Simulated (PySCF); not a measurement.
## Removing an electron from `C[Si](C)(C)c1cnn[nH]1`

Species: C₅H₁₁N₃Si.
Z-matrix (Å and degrees, PBE0-D3(BJ)/def2-SVP geometry), rows numbered from 1:
```
C 
Si  1  1.8747
C   2  1.8783  1  110.90
C   2  1.8808  1  111.29  3   123.10
C   2  1.8808  1  107.40  3  -119.11
C   5  1.3873  2  132.48  1    28.75
N   6  1.3556  5  109.59  2   178.92
N   7  1.2898  6  108.94  5     0.05
N   8  1.3288  7  107.26  6    -0.14
H   1  1.1007  2  111.05  3   179.56
H   1  1.1014  2  111.04  3    59.39
H   1  1.1015  2  110.79  3   -60.19
H   3  1.1018  2  110.91  1    60.60
H   3  1.1012  2  111.19  1  -179.28
H   3  1.1010  2  110.81  1   -59.44
H   4  1.1012  2  111.22  1    59.11
H   4  1.1017  2  110.52  1   -60.64
H   4  1.1022  2  111.87  1  -179.81
H   6  1.0883  5  128.93  2    -1.34
H   9  1.0132  5  128.18  2     2.10
```

Level: wB97X-D/def2-SVPD (PySCF). Frontier orbitals with their largest atomic shares (Löwdin; up to four atoms above 4 %):

```tsv
orbital	ε (eV)	main atoms
HOMO−3	-11.01	C1 31 %, Si2 18 %, C4 12 %, N7 6 %
HOMO−2	-10.52	N9 30 %, N7 30 %, C6 12 %, N8 8 %
HOMO−1	-9.54	N7 51 %, N8 24 %, C6 10 %, N9 8 %
HOMO	-9.30	?
LUMO	1.48	N8 23 %, C5 20 %, N9 19 %, N7 10 %
LUMO+1	1.72	Si2 16 %, C4 13 %, H20 9 %, C3 8 %
LUMO+2	2.42	C1 15 %, H20 14 %, H11 8 %, H12 7 %
```

What vertical ionisation energy does ΔSCF give, and how far is −ε(HOMO) from it?

ΔSCF: 9.42 eV (909 kJ/mol; threshold wavelength 132 nm); ⟨S²⟩ of the doublet left behind is 0.774, against 0.75 for a pure doublet. −ε(HOMO) is 9.30 eV, 0.12 eV below it. For the exact functional −ε(HOMO) would equal the first vertical ionisation energy; wB97X-D (range-separated hybrid) comes within 0.12 eV of that here.

On which atoms does the HOMO lie?

C5 (substituted aromatic carbon) 26 %, C6 (aromatic CH next to a ring nitrogen) 26 %, N8 (pyridine-type nitrogen) 22 %, N9 (pyrrole-type nitrogen) 8 %, so no atom holds as much as 40 %. The HOMO−1 lies 0.24 eV lower.

With α = 103.1 au, estimate the like-pair dispersion coefficient by London's formula C6 = (3/4)α²I.

I = 0.3460 Eh, so C6 ≈ 2760 au, a rough estimate.

What total energies stand behind the ΔSCF value?

E(N) = -650.44826 Eh and E(N − 1) = -650.10222 Eh at the same geometry, 0.34604 Eh apart.

Geometry: PBE0-D3(BJ)/def2-SVP; no solvent, vibrations or thermal averaging.

wB97X-D is run here without its empirical dispersion term; that term would change no orbital, density or response property at a fixed geometry.
